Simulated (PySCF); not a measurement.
PySCF job for C2H6B, SMILES C[B]C (connectivity only; charge and spin as stated), charge +1, multiplicity 1, r2SCAN-D4/def2-TZVP. The structure is a stationary point at r2SCAN-D4/def2-TZVP. The multiplicity is an assumed one; other spin states were not compared. The isomer is the one that the SMILES or the coordinates give; other isomers of the formula were not compared.

```python
import numpy as np
from pyscf import gto, scf, dft
from pyscf.hessian import thermo

mol = gto.M(
    atom='''
    C     0.00000000   -0.00000000    1.46976494
    B     0.00000000    0.00000000    0.00000000
    C    -0.00000000    0.00000000   -1.46976494
    H    -0.89093464   -0.51438135    1.85677490
    H     0.89093463   -0.51438135    1.85677490
    H    -0.00000000    1.02876270    1.85677490
    H    -0.89093463    0.51438135   -1.85677490
    H     0.00000000   -1.02876270   -1.85677490
    H     0.89093464    0.51438135   -1.85677490
    ''',
    basis='def2-TZVP',
    charge=1,
    spin=0,
    max_memory=1600,
    verbose=3,
)
mf = dft.RKS(mol, xc='r2scan').density_fit(auxbasis='def2-universal-jkfit')
mf.disp = 'd4'
mf.grids.level = 4
mf.conv_tol = 1e-11
mf.max_cycle = 100
mf.kernel()

# [left out here: the lines that compute and print the analytic Hessian (its translational invariance restored by hand, since the grid's response is missing), thermochemistry and intensities]
```

Log of the run:

```
converged SCF energy = -104.346043980206

WARN: MGGA Hessian is sensitive to dft grids. grids.level 4 may not be dense enough.


WARN: DFTD4 does not support analytical Hessian, using finite difference.


WARN: Mole.unit (angstrom) is changed to Bohr

Mode                                 0                   1                   2
Irrep
Freq [cm^-1]                       62.8511            263.3657            263.3808
Reduced mass [au]                   1.0080              1.7385              1.7385
Force const [Dyne/A]                0.0023              0.0710              0.0711
Char temp [K]                      90.4288            378.9246            378.9464
Normal mode                   x     y     z       x     y     z       x     y     z
       0   C                 0.00 -0.00  0.00    0.04 -0.00 -0.00   -0.00 -0.04 -0.00
       1   B                -0.00 -0.00 -0.00   -0.20  0.00  0.00    0.00  0.20 -0.00
       2   C                 0.00  0.00 -0.00    0.04 -0.00  0.00   -0.00 -0.04 -0.00
       3   H                 0.20 -0.35  0.00    0.18 -0.00  0.29    0.00 -0.18 -0.17
       4   H                 0.20  0.35 -0.00    0.18  0.00 -0.29   -0.00 -0.18 -0.17
       5   H                -0.41  0.00 -0.00    0.19 -0.00  0.00   -0.00 -0.18  0.33
       6   H                 0.20  0.35 -0.00    0.18  0.00 -0.29   -0.00 -0.18 -0.17
       7   H                -0.41 -0.00  0.00    0.19 -0.00  0.00   -0.00 -0.18  0.33
       8   H                 0.20 -0.35  0.00    0.18 -0.00  0.29    0.00 -0.18 -0.17
Mode                                 3                   4                   5
Irrep
Freq [cm^-1]                      616.1368            616.1475            768.8767
Reduced mass [au]                   1.2168              1.2168              2.7764
Force const [Dyne/A]                0.2721              0.2722              0.9670
Char temp [K]                     886.4836            886.4991           1106.2424
Normal mode                   x     y     z       x     y     z       x     y     z
       0   C                 0.09 -0.00 -0.00    0.00  0.09  0.00   -0.00 -0.00  0.17
       1   B                -0.00  0.00  0.00    0.00 -0.00  0.00    0.00  0.00  0.00
       2   C                -0.09  0.00  0.00   -0.00 -0.09 -0.00   -0.00  0.00 -0.17
       3   H                -0.13  0.03 -0.41    0.03 -0.16 -0.24    0.01  0.01  0.22
       4   H                -0.13 -0.03  0.41   -0.03 -0.16 -0.24   -0.01  0.01  0.22
       5   H                -0.18  0.00 -0.00   -0.00 -0.11  0.47    0.00 -0.02  0.22
       6   H                 0.13  0.03 -0.41    0.03  0.16  0.24    0.01 -0.01 -0.22
       7   H                 0.18 -0.00  0.00    0.00  0.11 -0.47    0.00  0.02 -0.22
       8   H                 0.13 -0.03  0.41   -0.03  0.16  0.24   -0.01 -0.01 -0.22
Mode                                 6                   7                   8
Irrep
Freq [cm^-1]                      893.7895            893.7956           1239.4398
Reduced mass [au]                   2.0618              2.0617              1.1810
Force const [Dyne/A]                0.9704              0.9704              1.0689
Char temp [K]                    1285.9640           1285.9729           1783.2779
Normal mode                   x     y     z       x     y     z       x     y     z
       0   C                -0.10 -0.00 -0.00   -0.00  0.10  0.00    0.00 -0.00 -0.04
       1   B                 0.17  0.00 -0.00    0.00 -0.17 -0.00    0.00  0.00 -0.11
       2   C                -0.10 -0.00  0.00   -0.00  0.10  0.00   -0.00 -0.00 -0.04
       3   H                 0.08 -0.07  0.28    0.07 -0.16 -0.16    0.12  0.07  0.34
       4   H                 0.08  0.07 -0.28   -0.07 -0.16 -0.16   -0.12  0.07  0.34
       5   H                 0.20  0.00 -0.00    0.00 -0.04  0.32    0.00 -0.14  0.34
       6   H                 0.08  0.07 -0.28   -0.07 -0.16 -0.16   -0.12  0.07  0.34
       7   H                 0.20  0.00 -0.00    0.00 -0.04  0.32   -0.00 -0.14  0.34
       8   H                 0.08 -0.07  0.28    0.07 -0.16 -0.16    0.12  0.07  0.34
Mode                                 9                  10                  11
Irrep
Freq [cm^-1]                     1294.7808           1357.5081           1357.5271
Reduced mass [au]                   1.3434              1.0479              1.0479
Force const [Dyne/A]                1.3270              1.1378              1.1378
Char temp [K]                    1862.9013           1953.1519           1953.1792
Normal mode                   x     y     z       x     y     z       x     y     z
       0   C                 0.00  0.00  0.11   -0.04 -0.00  0.00   -0.00  0.04  0.00
       1   B                 0.00  0.00 -0.00   -0.00 -0.00  0.00    0.00  0.00 -0.00
       2   C                -0.00 -0.00 -0.11    0.04  0.00  0.00    0.00 -0.04 -0.00
       3   H                -0.14 -0.08 -0.31    0.04 -0.27 -0.19    0.27 -0.35  0.11
       4   H                 0.14 -0.08 -0.31    0.04  0.27  0.19   -0.27 -0.35  0.11
       5   H                -0.00  0.16 -0.31    0.50 -0.00  0.00    0.00  0.12 -0.22
       6   H                -0.14  0.08  0.31   -0.04 -0.27 -0.19    0.27  0.35 -0.11
       7   H                 0.00 -0.16  0.31   -0.50  0.00 -0.00   -0.00 -0.12  0.22
       8   H                 0.14  0.08  0.31   -0.04  0.27  0.19   -0.27  0.35 -0.11
Mode                                12                  13                  14
Irrep
Freq [cm^-1]                     1364.2617           1364.2795           1525.2584
Reduced mass [au]                   1.0420              1.0420              7.7827
Force const [Dyne/A]                1.1427              1.1427             10.6676
Char temp [K]                    1962.8688           1962.8944           2194.5073
Normal mode                   x     y     z       x     y     z       x     y     z
       0   C                -0.03  0.00  0.00    0.00  0.03 -0.00   -0.00  0.00 -0.12
       1   B                -0.04  0.00  0.00    0.00  0.04  0.00    0.00 -0.00  0.24
       2   C                -0.03  0.00 -0.00    0.00  0.03 -0.00   -0.00  0.00 -0.12
       3   H                 0.03 -0.26 -0.23    0.26 -0.33  0.13    0.06  0.03  0.05
       4   H                 0.03  0.26  0.23   -0.26 -0.33  0.13   -0.06  0.03  0.05
       5   H                 0.48  0.00 -0.00   -0.00  0.12 -0.27   -0.00 -0.07  0.05
       6   H                 0.03  0.26  0.23   -0.26 -0.33  0.13   -0.06  0.03  0.05
       7   H                 0.48  0.00 -0.00   -0.00  0.12 -0.27   -0.00 -0.07  0.05
       8   H                 0.03 -0.26 -0.23    0.26 -0.33  0.13    0.06  0.03  0.05
Mode                                15                  16                  17
Irrep
Freq [cm^-1]                     2989.6433           2999.4425           3070.6422
Reduced mass [au]                   1.0368              1.0386              1.0966
Force const [Dyne/A]                5.4601              5.5052              6.0919
Char temp [K]                    4301.4311           4315.5300           4417.9704
Normal mode                   x     y     z       x     y     z       x     y     z
       0   C                 0.00  0.00 -0.04   -0.00 -0.00  0.04   -0.06 -0.00  0.00
       1   B                 0.00  0.00  0.00    0.00  0.00 -0.00   -0.00 -0.00 -0.00
       2   C                 0.00  0.00 -0.04    0.00  0.00 -0.04   -0.06 -0.00 -0.00
       3   H                -0.32 -0.19  0.14    0.32  0.19 -0.14    0.38  0.23 -0.18
       4   H                 0.32 -0.19  0.14   -0.32  0.19 -0.14    0.38 -0.23  0.18
       5   H                 0.00  0.38  0.14   -0.00 -0.38 -0.14   -0.01  0.00  0.00
       6   H                 0.32 -0.19  0.14    0.32 -0.19  0.14    0.38 -0.23  0.18
       7   H                 0.00  0.38  0.14    0.00  0.38  0.14   -0.01  0.00  0.00
       8   H                -0.32 -0.19  0.14   -0.32 -0.19  0.14    0.38  0.23 -0.18
Mode                                18                  19                  20
Irrep
Freq [cm^-1]                     3070.6662           3072.5248           3072.5464
Reduced mass [au]                   1.0966              1.0962              1.0962
Force const [Dyne/A]                6.0920              6.0973              6.0974
Char temp [K]                    4418.0050           4420.6790           4420.7102
Normal mode                   x     y     z       x     y     z       x     y     z
       0   C                -0.00  0.06  0.00   -0.06 -0.00 -0.00   -0.00  0.06  0.00
       1   B                -0.00  0.00  0.00   -0.00 -0.00 -0.00   -0.00  0.00  0.00
       2   C                -0.00  0.06  0.00    0.06 -0.00  0.00   -0.00 -0.06 -0.00
       3   H                -0.23 -0.12  0.10    0.38  0.23 -0.18   -0.23 -0.12  0.10
       4   H                 0.23 -0.12  0.10    0.38 -0.23  0.18    0.23 -0.12  0.10
       5   H                -0.00 -0.51 -0.21   -0.01  0.00  0.00   -0.00 -0.51 -0.21
       6   H                 0.23 -0.12  0.10   -0.38  0.23 -0.18   -0.23  0.12 -0.10
       7   H                -0.00 -0.51 -0.21    0.01  0.00  0.00   -0.00  0.51  0.21
       8   H                -0.23 -0.12  0.10   -0.38 -0.23  0.18    0.23  0.12 -0.10
temperature 298.1500 [K]
pressure 101325.00 [Pa]
Rotational constants [GHz] 78.95416 6.65461 6.65461
Symmetry number 6
Zero-point energy (ZPE) 0.07326 [Eh]   192340.762 [J/mol]
                           tot       elec      trans        rot        vib
Entropy [J/mol/K]       270.728      0.000    155.024     77.344     38.361
Cv [J/mol/K]             67.001      0.000     12.472     12.472     42.058
Cp [J/mol/K]             75.316      0.000     20.786     12.472     42.058
Internal energy [J/mol]                      3718.434   3718.434 198406.408
Internal energy [Eh]   -104.26764  -104.34604
Enthalpy [J/mol]                             6197.391   3718.434 198406.408
Enthalpy [Eh]          -104.26670
Gibbs free energy [J/mol]                  -40022.951 -19341.620 186969.186
Gibbs free energy [Eh] -104.29744
mode   freq/cm-1   IR/(km/mol)
   1       62.85         0.000
   2      263.37         0.163
   3      263.38         0.163
   4      616.14         0.000
   5      616.15         0.000
   6      768.88         0.000
   7      893.79        79.356
   8      893.80        79.357
   9     1239.44        22.853
  10     1294.78         0.000
  11     1357.51         0.000
  12     1357.53         0.000
  13     1364.26        26.606
  14     1364.28        26.605
  15     1525.26       478.441
  16     2989.64       219.848
  17     2999.44         0.000
  18     3070.64        71.395
  19     3070.67        71.403
  20     3072.52         0.000
  21     3072.55         0.000
max |gradient| / (hartree/bohr): 6.34401222053905e-05
APT charges: [-0.537   1.0698 -0.537   0.1665  0.1665  0.1665  0.1665  0.1665  0.1665]
```

The run converged.

Cost: very roughly 3 core-minutes.
